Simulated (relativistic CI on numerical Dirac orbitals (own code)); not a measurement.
# What each ingredient does to the levels of W VIII

Base calculation: Dirac-Coulomb-Breit CI, orbitals from a KLI potential per configuration, model QED (radiative potential, 1s self-energy scaled to tabulated hydrogen-like ionisation energies), unscaled Slater integrals.

CI space (outside the closed core [Kr] 4d10): 4f13.5s2.5p6, 4f14.5s2.5p5, 4f13.5s2.5p5.5d, 4f14.5s.5p6, 4f12.5s2.5p6.5d, 4f13.5s.5p6.5d, 4f13.5s2.5p5.5f, 4f13.5s2.5p5.6s, 4f12.5s2.5p6.6s, 4f13.5s2.5p5.5g. Double excitations out of closed p, d and f shells are left out; levels of such configurations are missing from the list, as are those of other unlisted configurations, and high levels can miss mixing partners.

The lowest level and the first level of each name with at least 55 % of one term (blank where a level has no safe partner in the second run):

```csv
Level,Base (cm⁻¹),Shift (cm⁻¹)
4f13.5s2.5p6 2F°_7/2,0,0
4f14.5s2.5p5 2P°_3/2,10815,+6
4f13.5s2.5p6 2F°_5/2,17287,-63
4f14.5s2.5p5 2P°_1/2,98934,-2
4f13.5s2.5p5.5d 4D_7/2,326185,+3211
4f13.5s2.5p5.5d 4I_15/2,345909,+2181
4f13.5s2.5p5.5d 4G_5/2,346104,+2786
4f13.5s2.5p5.5d 4G_11/2,349110,+2046
4f13.5s2.5p5.5d 4H_13/2,350530,+1534
4f13.5s2.5p5.5d 2P_1/2,354178,+1481
4f13.5s2.5p5.5d 2D_5/2,375708,-424
```

At this charge configurations can still be misplaced by up to about 7 % of their energy. Levels and lines within the n = 5 or 6 shells can be off by up to 10 % or somewhat more, and those that change n by about 2 %, since core polarisation is missing. Levels that differ in their count of f electrons can be misplaced by several ten thousand cm⁻¹, since the correlation energy of f electrons is missing or only estimated; rates across such gaps can be off by orders of magnitude.

One thing was changed in a second run, which moved the levels as shown. Which?
A. valence Slater integrals scaled by 0.9
B. configuration mixing switched off
C. QED terms removed
D. one mean potential for all configurations
E. only the first 3 configurations
F. Breit term removed

A. Valence Slater integrals scaled by 0.9. Scaling acts on the splittings between terms and on the mixing, and leaves the fine structure of pure LS terms nearly alone; in jj coupling it moves the levels of one term differently.

LS names give the leading component of a level, which can be under half, so a name can repeat, a term be missing and a line seem to break the LS rules.
